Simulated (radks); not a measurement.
All-electron atom: the nickel ion Ni23+ in [He] 2s2 2p1.

Calculated with a radial shooting solver on a logarithmic mesh with Libxc functionals: non-relativistic Kohn-Sham, exchange-only PBE, spin-polarised, spherical densities, point nucleus; open shells are filled with parallel spins first.

Energy parts (hartree):
total: -1014.07913
kinetic: 1014.07913
electron-nucleus: -2090.33123
Hartree: 87.66042
exchange: -25.48746

Orbitals (lengths in bohr, moments of r in powers of bohr; r(90%) holds 90 % of the orbital's charge):
orbital,occ.,eigenvalue (hartree),r(90%),<r>,<r^4>,<r^2>
1s up,1,-351.4657,0.0971,0.05457,0.00004019,0.003985
1s down,1,-351.2012,0.0970,0.05453,0.00004005,0.003979
2s up,1,-77.95667,0.349,0.2288,0.006199,0.06118
2s down,1,-77.46047,0.351,0.2295,0.006279,0.06156
2p up,1,-75.43497,0.313,0.1950,0.003991,0.04586
2p down,0,-74.84053,0.315,0.1957,0.004058,0.04621

The highest occupied level is 2p up at -2052.7 eV. Virial ratio -V/T = 2.00000.
